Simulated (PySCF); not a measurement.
Vertical excitations of a molecule C4H5F from TDDFT-ωB97X/def2-SVPD run with PySCF, as energy in eV (oscillator strength): 7.10 (0.188), 7.41 (0.001), 7.77 (0.018), 8.10 (0.026), 8.61 (0.003), 8.74 (0.038), 8.89 (0.024), 9.60 (0.031), 9.71 (0.071), 9.81 (0.015). Lowest triplet (TDA): 4.33 eV. Geometry optimised at PBE0-D3(BJ)/def2-SVP. One conformer was computed; it need not be the lowest.

**Question.** Which structure fits?
A. C=C/C=C/F
B. C=CC(=C)F
C. F[C@H]1C=CC1
D. FC1=CCC1

**Answer.** C, F[C@H]1C=CC1
